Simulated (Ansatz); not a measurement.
Basis-set extrapolation for orthosilicic acid (`O[Si](O)(O)O`) (PBE0-D4/def2-TZVP geometry, frozen core, Ansatz 0.2.0). Multiplicity 1, RHF reference.

```json
{"": "HF", "cc-pV(T+d)Z": "-591.094133", "cc-pV(Q+d)Z": "-591.125162"}
{"": "MP2 correlation", "cc-pV(T+d)Z": "-1.078427", "cc-pV(Q+d)Z": "-1.166685"}
{"": "CCSD(T) correlation", "cc-pV(T+d)Z": "-1.126193", "cc-pV(Q+d)Z": "-1.210993"}
```

Energies in hartree. Use E(X) = E(∞) + A·exp(−5.46·√X) for Hartree–Fock and E(X) = E(∞) + B·X^(−3.05) for correlation, with X = 3 and 4.

Problem. What is the CCSD(T) energy at the basis-set limit?

Solution. HF limit: -591.125162 + (-0.031029) × 0.30130 = -591.13451. Correlation limit: -1.210993 + (-0.084800) × 0.71189 = -1.27136. Total: -592.40587 hartree, 5.05 eV below CCSD(T)/cc-pV(T+d)Z.
